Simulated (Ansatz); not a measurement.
Cs2F2, relaxed as a singlet with RKS PBE0-D4/def2-TZVP in Ansatz, starting from the GFN1-xTB geometry. Force threshold 0.02 eV/Å.

In the def2 sets Cs takes a core potential; there is no spin–orbit coupling. The structure comes from a short search, and lower isomers may exist.

Start:

Cartesian coordinates in Å:
```
Cs -0.624 -0.107 -1.862
Cs 0.628 0.136 1.870
F 1.371 0.768 -0.483
F -1.376 -0.796 0.475
```

Problem. Estimate the energy that the relaxation releases and the steps that it takes.

Solution. 0.03 eV, in 4 steps; 4.1 s on 4 threads of Arm Neoverse V2 on a shared host. No frequencies were taken in this run, so the end may be a saddle point.

Problem. Does the start keep its bonding?

Solution. By distances, no bond broke or formed. The bond that changes most is Cs2–F3, from 2.55 to 2.62 Å (atoms count from 1).

Problem. Predict the relaxed structure.

Solution. 
```xyz
4

Cs   -0.6354   -0.1177   -1.9348
Cs    0.6343    0.1196    1.9350
F     1.3560    0.7731   -0.4922
F    -1.3549   -0.7751    0.4920
```
Bond lengths (bridged metal pairs left out): 4 × Cs–F 2.62 Å.
